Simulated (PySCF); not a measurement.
From results back to the method.

Species: C2H6BFN2.
SMILES: `C[NH2+][B@H-](F)C#N`

The closed-shell ground state was solved 6 times with PySCF (density fitting, gas phase), always in the pcSseg-2 basis (300 functions), with these functionals: B97-2, BHandHLYP, CAM-B3LYP, LC-wPBE, mPW1PW91 and wB97X-D. Geometry: PBE0-D3(BJ)/def2-SVP, one conformer, isolated molecule.

```csv
row,total energy (Eh),HOMO (eV),LUMO (eV),dipole (D)
P,-314.1201,-10.53,1.19,7.34
Q,-314.0248,-11.44,1.32,7.37
R,-314.1383,-8.65,-0.60,7.27
S,-314.1077,-8.34,-0.55,7.25
T,-314.0568,-9.97,-0.02,7.38
U,-314.0954,-10.09,0.12,7.33
```

Q: Which functional belongs to which row?

A: P = wB97X-D, Q = LC-wPBE, R = mPW1PW91, S = B97-2, T = BHandHLYP, U = CAM-B3LYP. By rising HOMO–LUMO gap: B97-2 (global hybrid, 21 % exact exchange) 7.79 eV; mPW1PW91 (global hybrid, 25 % exact exchange) 8.05 eV; BHandHLYP (global hybrid, 50 % exact exchange) 9.95 eV; CAM-B3LYP (range-separated hybrid) 10.21 eV; wB97X-D (range-separated hybrid) 11.72 eV; LC-wPBE (range-separated hybrid) 12.76 eV. Total energies of different functionals aren't bounds to one another; each is stationary for its own functional.

The values belong to the conformer `[CH3:1][NH2+:2][B@H-:3]([F:4])[C:5]#[N:6]`: C1–N2–B3–F4 -177°.

wB97X-D is run here without its empirical dispersion term; that term would change no orbital, density or response property at a fixed geometry.
